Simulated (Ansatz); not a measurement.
```yaml
crystal:
  periodic: [false, false, false]
  atoms:
    - {symbol: C, position_ang: [-0.875883, 0.452373, 0.662457]}
    - {symbol: C, position_ang: [-0.298570, 0.443917, 0.512785]}
    - {symbol: N, position_ang: [0.004729, 1.529714, 1.127287]}
    - {symbol: Si, position_ang: [0.645624, 0.064819, -0.341076]}
    - {symbol: Si, position_ang: [-0.056942, -1.118323, -0.834971]}
    - {symbol: H, position_ang: [-1.404685, -0.305427, 0.192104]}
    - {symbol: H, position_ang: [-1.325190, 0.600802, 1.245032]}
    - {symbol: H, position_ang: [1.112327, 0.994838, 0.910019]}
    - {symbol: H, position_ang: [0.102594, 1.315048, 1.119535]}
    - {symbol: H, position_ang: [1.448299, -0.046806, -0.192331]}
    - {symbol: H, position_ang: [0.517224, 0.509724, -1.113890]}
    - {symbol: H, position_ang: [0.167008, -1.547351, -1.528792]}
    - {symbol: H, position_ang: [-0.048888, -2.055150, -0.130768]}
    - {symbol: H, position_ang: [-0.993255, -1.190075, -1.269794]}
basis:
  gaussian: {orbitals: cc-pVDZ}
hamiltonian: {xc: {name: B2PLYP}}
output: {forces: true}
```

```sh
$ ansatz run in.yaml --threads 4 --pin off --events-out ev --progress --plain --max-ram 10444MiB
```

Output, abridged:

```
Functional definition: B2PLYP
1151 factors; integrals over basis functions are off by at most 1.3e-3 eV
mean field evaluation 1: about -19065.9674 eV, gradient 1.5e2 eV
mean field evaluation 2: about -19067.7918 eV, gradient 1.5e2 eV
mean field evaluation 4: about -19103.0311 eV, gradient 4.6e1 eV
mean field evaluation 8: about -19109.7509 eV, gradient 1.0e0 eV
mean field evaluation 16: about -19109.9182 eV, gradient 3.9e-3 eV
a density is far from that of the atoms, so the factors are made again for it
1204 factors; integrals over basis functions are off by at most 1.3e-3 eV
mean field evaluation 64: about -19109.9183 eV, gradient 3.9e-3 eV
mean field -19109.91830073 eV, -702.2765443839 hartree, gradient 2.5e-6 eV, S^2 0.000000; 1 other end points of the search recorded, 0 dependent functions left out; unrestricted orbitals would lower it
13 core orbitals not correlated: weight in the atoms' cores, before any rotation towards them, 0.999 or more for the frozen orbitals, at most 0.000 for the correlated occupied ones
reference -19109.91845758 eV, -702.2765501480 hartree; 15, 15 occupied and 95, 95 virtual orbitals, 1204 factors
second order -24.18359107 eV of doubles, -0.00000000 eV of singles
Total energy: -19116.44802717 eV, -702.5165074045 hartree
Atom 0 at    -0.875883     0.452373     0.662457 Å, force  -467.639430   -12.840921   101.120755 eV/Å
Atom 1 at    -0.298570     0.443917     0.512785 Å, force   447.291095     3.303261  -111.218656 eV/Å
Atom 2 at     0.004729     1.529714     1.127287 Å, force  -513.422276  1172.501067    37.420738 eV/Å
Atom 3 at     0.645624     0.064819    -0.341076 Å, force    -4.689906    19.819428    19.312559 eV/Å
Atom 4 at    -0.056942    -1.118323    -0.834971 Å, force   -19.450265   -10.230511    29.539471 eV/Å
Atom 5 at    -1.404685    -0.305427     0.192104 Å, force    -6.072123    -3.889362     0.175334 eV/Å
Atom 6 at    -1.325190     0.600802     1.245032 Å, force   -23.666069     7.264205    23.525070 eV/Å
Atom 7 at     1.112327     0.994838     0.910019 Å, force     4.727970     5.154632     2.893122 eV/Å
Atom 8 at     0.102594     1.315048     1.119535 Å, force   530.096824 -1156.886112   -24.979811 eV/Å
Atom 9 at     1.448299    -0.046806    -0.192331 Å, force    64.597066    -8.604807    12.074567 eV/Å
Atom 10 at     0.517224     0.509724    -1.113890 Å, force    -6.076525    24.280566   -39.239607 eV/Å
Atom 11 at     0.167008    -1.547351    -1.528792 Å, force    17.765042   -30.474212   -49.487118 eV/Å
Atom 12 at    -0.048888    -2.055150    -0.130768 Å, force    -0.370969    -9.805594     7.874139 eV/Å
Atom 13 at    -0.993255    -1.190075    -1.269794 Å, force   -23.090434     0.408361    -9.010562 eV/Å
Dipole moment:    -0.190963    -0.274161    -0.129812 e Å
```

In this input the geometry is squeezed to about two thirds of its size. Self-consistency was reached. The result belongs to that input, not to the molecule as meant.
